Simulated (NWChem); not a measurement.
# BeF₂; SMILES [Be]([F])[F]

Program: NWChem. The geometry was optimised at PBE0-D3(BJ)/def2-TZVP. Field at 589 nm.

### Question
What does the run give for B3LYP/def2-SVP? Quantities: isotropic polarisability (bohr³); anisotropy (bohr³).

### Answer
- isotropic polarisability (bohr³) = 9.2
- anisotropy (bohr³) = 6.6
